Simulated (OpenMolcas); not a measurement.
Au2+: effect of the active space

```yaml
Program: OpenMolcas 26.06
Method: MS-CASPT2 or its RAS form, IPEA 0.25 Eh, imaginary shift 0.1 Eh
Basis: ANO-RCC-VDZP
Scalar_Hamiltonian: DKH2, point nucleus
Spin-orbit_coupling: RASSI with atomic mean-field integrals over the reference wave functions, term energies averaged over their components
```

A. 9 electrons in 6 orbitals (5d 6s); 2S+1 = 4 even, 20 roots (17 in the spin-orbit step); 2S+1 = 2 even, 30 roots; closed shells correlated: 5s 5p; CASPT2 step about 9 core-seconds
B. 9 electrons in 9 orbitals (RAS2 5d 6s; RAS3 6p, at most 2 electrons); 2S+1 = 2 even, 58 roots; 2S+1 = 4 even, 20 roots kept (CI in the orbitals of an earlier block); 2S+1 = 2 odd, 52 roots; 2S+1 = 4 odd, 30 roots kept (CI in the orbitals of an earlier block); closed shells correlated: 5s 5p; CASPT2 step of the order of 8 core-minutes

Energies in cm⁻¹ above 5d⁹ ²D_5/2, the measured ground level; measured values from Iglesias, J. Res. Natl. Bur. Stand. 64A, 481 (1960).

```tsv
Level	A	B	Measured
5d⁹ ²D_5/2	0.0	0.0	0.0
5d⁹ ²D_3/2	13880	14270	12694
5d⁸ 6s ⁴F_9/2	27820	27040	29754
5d⁸ 6s ⁴F_7/2 [56 %]	32750	32370	35077
5d⁸ 6s ⁴F_5/2 [65 %]	43390	42720	44426
5d⁸ 6s ²F_7/2 [55 %]	43900	43910	
5d⁸ 6s ⁴P_1/2	50080	49110	49439
5d⁸ 6s ²G_9/2	57430	57920	57819
5d⁸ 6s ²G_7/2	57820	58420	58585
5d⁸ 6s ²P_1/2	58060	58500	58327
```

Deviations, from unrounded energies. A percentage is the sum of absolute deviations over the sum of measured energies, with the sign that they share, or ± where signs differ.

| Against measurement | Levels | A | B |
| --- | --- | --- | --- |
| mean absolute deviation (cm-1) | 8 | 1100 | 1200 |
| fine structure of the ground term (%) | 1 | +9.4 | +12.4 |
| other configurations (%) | 7 | ±2.2 | ±2.4 |

A lies closest to measurement on these levels. The largest miss of A in the table is 5d⁸ 6s ⁴F_7/2 [56 %], by -2300 cm-1. The ranking rests on the paired levels alone, and a cruder setting can come out closer through cancelling errors.

The two smallest mean deviations differ by little beside CASPT2's spread within terms, so their order carries little weight.

Between A and B the level of the table that moves most is 5d⁸ 6s ⁴P_1/2, by 970 cm-1 (lowest in B, highest in A). Moves below CASPT2's spread within the term are not significant.

CASPT2 breaks the degeneracy within a term, and the mean is taken; among the terms shown or strongly mixed into the levels shown the widest spread is 1000 cm-1 (5d⁸ 6s ²G, B). A single d shell beside an s shell can misplace configurations of different d count against each other. The CASPT2 spread within a term exceeds the gap to the next term for 5d⁸ 6s ²P and 5d⁸ 6s ²G, so the order of their levels is uncertain. Some high roots are left out of the spin-orbit mixing, which shifts the levels that they would mix with (holds for A). Terms from blocks run as CI alone lack orbitals of their own (holds for B). Measured partners are found by configuration, term and J. A level has none where our copy of the source lacks it or the pairing is in doubt (some pairs that miss far off the trend of their configuration count as doubtful), and it then counts in no deviation. Only configurations of the active space appear. Levels that lie high or do not pair safely by name in every column are left out.

A share in square brackets marks a mixed level and gives the weight of the term that names it, the lowest over the columns.
